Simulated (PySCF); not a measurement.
Ionisation energy along the 38-electron series

Calculated with PySCF 2.14 and a two-component X2C-1e Hamiltonian (Gaussian nucleus, no Breit or QED terms), each ion in its own even-tempered basis scaled to its charge; GMP2 freezes [Ar] 3d10 and drops the highest virtual spinors. Values in eV. NIST values: (m) measured, (s) semi-empirical, (t) theoretical.

| ion | configuration | GHF (screened spin-orbit) | GMP2 (screened spin-orbit) | NIST |
| --- | --- | --- | --- | --- |
| Ba¹⁸⁺ | [Kr] 4d2 | 487.97 | 488.34 | 488 ± 3 (t) |
| La¹⁹⁺ | [Kr] 4d2 | 532.37 | 532.73 | 533 ± 4 (t) |
| Ce²⁰⁺ | [Kr] 4d2 | 578.71 | 579.05 | 579 ± 4 (t) |

Between Z = 56 and Z = 58 the GMP2 (screened spin-orbit) value grows as Z to the power 4.86.
